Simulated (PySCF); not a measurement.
SiHCl, SMILES Cl[SiH] (connectivity only; charge and spin as stated), neutral, multiplicity 1. Atoms are numbered in the order given.

```xyz
3

Si     0.1114     1.1050     0.0000
H     -1.4186     1.3137     0.0000
Cl    -0.0083    -0.9873     0.0000
```

Geometry: PBE-D3(BJ)/def2-TZVP. The isomer is the one that the SMILES or the coordinates give; other isomers of the formula were not compared.

Method: r2SCAN/def2-TZVPD (PySCF).

Symmetry labels are those of the subgroup Cs that the program uses (full group Cs).

Problem. List the valence orbital energies around the gap with their symmetry. (The exact figures need the calculation; the answer reports its results.)

Solution. 
```
orbital  symmetry  energy (eV)
-------  --------  -----------
HOMO−7         A'       -97.73
HOMO−6         A'       -97.59
HOMO−5         A'       -21.61
HOMO−4         A'       -13.05
HOMO−3         A'        -9.73
HOMO−2         A"        -8.95
HOMO−1         A'        -8.62
HOMO           A'        -6.18
LUMO           A"        -3.76
LUMO+1         A'        -0.79
LUMO+2         A'         0.55
LUMO+3         A'         1.13
```
